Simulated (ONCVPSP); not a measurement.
**silicon: excitation energies, all-electron against ONCV**

- Element: Si (Z = 14)
- Generator: ONCVPSP 4.0.1
- Type: optimised norm-conserving Vanderbilt (ONCV)
- Functional: PBE
- Relativity: non-relativistic
- Frozen core: [Ne]
- Valence charge: 4
- Reference configuration: 3s1 3p3
- Partial waves: 3s: rc 1.60 bohr, ncon 4, nbas 8, qcut 3.3 1/bohr, 1 projector; 3p: rc 1.65 bohr, ncon 4, nbas 8, qcut 5.5 1/bohr, 2 projectors, debl 0.7 Ha; d scattering state at 0.35 Ha: rc 1.60 bohr, ncon 4, nbas 8, qcut 5 1/bohr, local
- Local potential: the d channel
- Core correction: Teter function fitted to the true core (icmod 2), fcfact 0.5

Energies are relative to the spin-unpolarised reference configuration 3s1 3p3; without spin polarisation the order of configurations can differ from experiment.

(1) Give the all-electron excitation energy and the error of the potential for: 3s2 3p2; 3s2 3p1; 3s2 3p0; 3s2 3p1.5.

Results:

(1)

```json
{"valence configuration": "3s2 3p2", "charge": "0", "ΔE all-electron (eV)": "-6.759", "error AE − PS (meV)": "+0.7"}
{"valence configuration": "3s2 3p1", "charge": "+1", "ΔE all-electron (eV)": "0.992", "error AE − PS (meV)": "-1.7"}
{"valence configuration": "3s2 3p0", "charge": "+2", "ΔE all-electron (eV)": "16.997", "error AE − PS (meV)": "+12"}
{"valence configuration": "3s2 3p1.5", "charge": "+0.5", "ΔE all-electron (eV)": "-3.832", "error AE − PS (meV)": "-0.9"}
```
